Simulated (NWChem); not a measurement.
System: C2H2O3Si; SMILES O=C1[SiH2]C(=O)O1

NWChem input:

```
start job
memory heap 200 mb stack 900 mb global 1100 mb
geometry units angstroms noautosym nocenter noautoz
  O     -2.243021     0.000000    -0.658591
  C     -1.115109     0.000000    -0.274595
  O      0.000000     0.000000    -1.156585
  C      1.115109     0.000000    -0.274595
  O      2.243021     0.000000    -0.658591
  Si     0.000000     0.000000     1.306956
  H      0.000000     1.230858     2.129411
  H      0.000000    -1.230858     2.129411
end
basis spherical
  O library pcsseg-1
  C library pcsseg-1
  Si library pcsseg-1
  H library pcsseg-1
end
dft
  xc xpbe96 cpbe96
  iterations 150
end
property
  shielding 5 1 2 3 6 7
  efieldgrad
end
task dft property
```

Structure relaxed at the B3LYP/6-31G* (spherical d) level.

GIAO values for the isolated, static molecule; σ is the absolute isotropic shielding, δ = σ(reference) − σ with the isolated reference molecule computed at the same levels (13C: tetramethylsilane, 1H: tetramethylsilane, 17O: water, 29Si: tetramethylsilane).

Atoms are numbered as in the input.

Question: Predict the main results of this run. (PBE/pcSseg-1, GIAO.) Quantities: δ O1 (ppm); δ C2 (ppm); δ O3 (ppm); δ Si6 (ppm); δ H7 (ppm).

Answer: 
- δ O1 (ppm) = 548.9
- δ C2 (ppm) = 177.9
- δ O3 (ppm) = 602.0
- δ Si6 (ppm) = -32.4
- δ H7 (ppm) = 5.54
